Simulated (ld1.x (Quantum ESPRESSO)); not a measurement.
## An all-electron radial function and its pseudo partner (In)

Columns: radius, all-electron u(r) and pseudo u(r) of the 4p shell (level -78.04 eV) of indium in the configuration [Ar] 3d10 4s2 4p6 4d10 5s2 5p1; Wu–Cohen, scalar-relativistic, PAW scheme, ld1.x (Quantum ESPRESSO) 7.5.

```
r (bohr)  all-electron  pseudo
   0.130        0.0226  0.0382
   0.260       -0.6563  0.1453
   0.390       -0.1611  0.3007
   0.520        0.5588  0.4749
   0.650        1.0215  0.6363
   0.780        1.1892  0.7569
   0.910        1.1583  0.8190
   1.040        1.0271  0.8170
   1.170        0.8616  0.7584
   1.300        0.6978  0.6599
   1.430        0.5520  0.5434
   1.560        0.4295  0.4289
   1.690        0.3304  0.3304
   1.820        0.2519  0.2519
   1.950        0.1908  0.1908
   2.080        0.1437  0.1437
   2.210        0.1079  0.1079
   2.340        0.0808  0.0808
   2.470        0.0603  0.0603
   2.600        0.0449  0.0449
   2.730        0.0334  0.0334
   2.860        0.0248  0.0248
   2.990        0.0184  0.0184
   3.120        0.0136  0.0136
   3.250        0.0101  0.0101
   3.380        0.0075  0.0075
```

(1) How many radial nodes do the two functions have?

(2) At about which radius was the pseudo-wave matched?

(3) Is the pseudo-wave norm-conserving?

Results:

(1) The all-electron 4p function has n − l − 1 = 2; the pseudo-wave has 0, since the states of the same l below it are removed with the core.

(2) 1.75 bohr, where the columns begin to agree (steps of 0.13 bohr).

(3) No, it belongs to a PAW set: the norm inside the radius is not constrained, and the difference is carried by the augmentation charge.
